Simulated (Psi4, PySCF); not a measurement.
Intermolecular potential of CH2O2 ··· H4Si (SMILES O=CO and [SiH4]). Monomers: optimised at B3LYP-D3(BJ) (def2-TZVP), held rigid. Orientation: lowest of the rigid-body minima from ten starts at GFN2-xTB. Only R, the distance of the centres of mass, is varied, so the lowest point isn't the relaxed dimer. The table gives interaction energies.

```json
[
 {"R / Å": "2.80", "A": "38.45", "B": "74.14", "C": "23.43"},
 {"R / Å": "3.02", "A": "11.40", "B": "33.86", "C": "2.16"},
 {"R / Å": "3.24", "A": "-1.32", "B": "13.47", "C": "-6.58"},
 {"R / Å": "3.41", "A": "-5.83", "B": "5.27", "C": "-8.97"},
 {"R / Å": "3.64", "A": "-8.09", "B": "-0.12", "C": "-9.33"},
 {"R / Å": "3.84", "A": "-8.24", "B": "-1.97", "C": "-8.46"},
 {"R / Å": "4.14", "A": "-7.17", "B": "-2.58", "C": "-6.61"},
 {"R / Å": "4.41", "A": "-5.70", "B": "-2.30", "C": "-5.03"},
 {"R / Å": "4.91", "A": "-3.00", "B": "-1.40", "C": "-2.83"},
 {"R / Å": "5.63", "A": "-0.76", "B": "-0.53", "C": "-1.16"},
 {"R / Å": "6.62", "A": "-0.10", "B": "-0.16", "C": "-0.36"},
 {"R / Å": "7.87", "A": "-0.03", "B": "-0.06", "C": "-0.11"}
]
```

Energies in kJ/mol.

Q: Which curve belongs to which method? The methods are PBE-D3(BJ)/def2-TZVP, counterpoise-corrected run with Psi4; restricted Hartree-Fock/LANL2DZ, with its core potentials past Ne, no counterpoise correction in PySCF 2.14.0; restricted B3LYP/6-31G*, spherical d, no counterpoise correction in PySCF.

A: A is RKS-B3LYP/6-31G*; B is RHF/LANL2DZ; C is PBE-D3(BJ)/def2-TZVP.
